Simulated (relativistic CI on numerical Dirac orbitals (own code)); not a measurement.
**Ti²⁺ in a cubic cluster: 1s photoemission with charge transfer**

Computed with a charge-transfer multiplet model of a cubic metal-ligand cluster with up to 2 ligand holes, Slater and spin-orbit integrals from Dirac-Coulomb-Breit ions, Slater integrals scaled by 0.7. The ground state mixes d2 with configurations of k ligand holes L, whose averages lie at kΔ + k(k − 1)U_dd/2; a core hole lowers each added d electron by U_cd. 300 K, Lorentzian 1.1 eV and Gaussian 0.6 eV FWHM.

Atomic integrals in eV (Slater integrals scaled, ζ unscaled), ground: F2dd 5.756, F4dd 3.579, zeta_d 0.013; with the core hole: F2dd 7.112, F4dd 4.457, zeta_d 0.025, G2cd 0.029.

Cluster parameters (eV): Δ = 5.7, U_dd = 5.7, U_cd = 7.4, 10Dq(ligand) = 1.6, V(eg) = 1.55, V(t2g) = -0.72, final-state hopping factor = 1.

| Case | n_d | d2 | d3L | d4L2 | S |
| --- | --- | --- | --- | --- | --- |
| 10Dq = -0.2 eV | 2.29 | 0.73 | 0.26 | 0.02 | 1.00 |
| 10Dq = 0.1 eV | 2.28 | 0.74 | 0.25 | 0.01 | 1.00 |
| 10Dq = 0.4 eV | 2.27 | 0.74 | 0.24 | 0.01 | 1.00 |

Weights, n_d and S are thermal averages at 300 K. Binding energies count from the first peak over 30 % of the highest in each spectrum, which can be another peak from case to case. The parameters are a model scan and need not match a compound or its usual spin state. A negative ionic 10Dq is a model choice; hopping adds the covalent part of the field. Peaks in eV (height, largest 100):
- 10Dq = -0.2 eV: 0.0 (100), 2.9 (12), 7.3 (43)
- 10Dq = 0.1 eV: 0.0 (100), 3.0 (12), 7.2 (42)
- 10Dq = 0.4 eV: 0.0 (100), 3.2 (12), 7.2 (41)

Curve for 10Dq = -0.2 eV (points under 2 left out, the grid thinned):

(E (eV), Intensity): (-3.2, 3.6), (-2.8, 4.6), (-2.5, 5.7), (-2.1, 7.9), (-1.8, 10.4), (-1.4, 16.4), (-1.0, 28.6), (-0.7, 46.4), (-0.3, 82.5), (0.1, 99.7), (0.4, 81.2), (0.8, 46.4), (1.1, 29.8), (1.5, 18.3), (1.9, 13.1), (2.2, 11.8), (2.6, 12.0), (2.9, 12.4), (3.3, 11.5), (3.7, 10.0), (4.0, 9.6), (4.4, 9.9), (4.8, 10.2), (5.1, 10.3), (5.5, 11.6), (5.8, 14.6), (6.2, 21.1), (6.6, 28.9), (6.9, 36.3), (7.3, 42.7), (7.6, 38.1), (8.0, 26.0), (8.4, 17.4), (8.7, 13.7), (9.1, 10.8), (9.4, 9.3), (9.8, 7.6), (10.2, 5.9), (10.5, 5.0), (10.9, 4.2), (11.3, 3.7), (11.6, 3.3), (12.0, 2.8), (12.3, 2.5), (12.7, 2.0)

For the case 10Dq = 0.4 eV, Δ = 5.7 eV equals U_dd = 5.7 eV, the border between the two sides of the Zaanen-Sawatzky-Allen scheme. With the core hole the average of the configuration with one ligand hole lies at Δ − U_cd = -1.7 eV before mixing: the effective hopping of about 3.3 eV (from the holes of the mixed ground state) is comparable with this gap or larger, so the configurations mix strongly.
